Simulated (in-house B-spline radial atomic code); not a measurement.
## The mercury ion Hg⁴⁺: [Xe] 4f14 5d8

Method: Dirac-Kohn-Sham LDA exchange-only, spherical fractional occupations, Fermi nucleus of rms radius 5.4648 fm. Calculated with an all-electron radial atomic-structure program (B-spline basis).

Screening seen three ways: the hydrogenic charge with the same mean radius, Z_r = [3n² - l(l+1)]/(2<r>), the one with the same energy, Z_e = n√(-2ε), and Slater's rules. Values are occupation-weighted means over j. An effective charge above Z reflects the relativistic contraction of the inner shells.

```csv
shell,electrons,ε (eV),<r> (bohr),Z_r,Z_e,Slater
1s,2,-82978,0.01661,90.33,78.09,79.70
2s,2,-14737,0.0693,86.58,65.82,75.85
2p,6,-12854,0.06272,79.72,61.47,75.85
3s,2,-3534,0.1803,74.88,48.35,68.75
3p,6,-2980.8,0.1811,69.01,44.40,68.75
3d,10,-2338,0.1651,63.61,39.33,58.85
4s,2,-814.52,0.3994,60.09,30.95,52.25
4p,6,-630.8,0.4242,54.22,27.24,52.25
4d,10,-396.86,0.4494,46.73,21.60,40.85
5s,2,-166.75,0.8976,41.78,17.50,22.35
4f,14,-145.05,0.4827,37.29,13.06,29.45
5p,6,-116.05,1.023,35.66,14.60,22.35
5d,8,-55.767,1.347,25.62,10.12,9.55
```

The least bound orbital is 5d5/2 at -54.88 eV, and it is also the most diffuse (<r> = 1.362 bohr).

Spin-orbit splittings of the orbital energies (j = l + 1/2 above j = l - 1/2 when positive): 2p 1945 eV, 3p 430.8 eV, 3d 92.39 eV, 4p 104.3 eV, 4d 19.45 eV, 4f 4.2 eV, 5p 18.87 eV, 5d 2.224 eV.

For the 1s electron the small component carries 9.24 % of the norm, the zero-frequency Breit interaction raises the level by 315.6 eV, self-energy by 202.8 eV, and vacuum polarisation lowers it by 41.97 eV.

The density falls to 0.001 bohr⁻³ at 3.093 bohr; Σ<r²> = 34.101 bohr² gives, by the non-relativistic formula and without the paramagnetism of open shells, a Langevin diamagnetic susceptibility of -27.01×10⁻⁶ cm³/mol.
